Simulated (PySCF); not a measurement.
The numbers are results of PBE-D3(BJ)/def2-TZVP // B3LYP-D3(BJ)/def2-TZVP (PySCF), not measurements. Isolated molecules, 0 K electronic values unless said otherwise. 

Reference species (SMILES): `C=C=NC` (neutral, multiplicity 1).

| Property | Value |
|---|---|
| HOMO | -5.42 eV |
| dipole moment | 1.37 D |
| HOMO–LUMO gap | 4.52 eV |

After one change: the HOMO rises by 0.69 eV; the dipole moment increases by 0.74 D; the HOMO–LUMO gap rises by 0.36 eV.

**Question.** What was changed between the two runs? The new species is one of these.
(A) `C1=NCC1`
(B) `N=C1CC1`
(C) `NC1=CC1`
(D) `C#CNC`

**Answer.** C, `NC1=CC1`
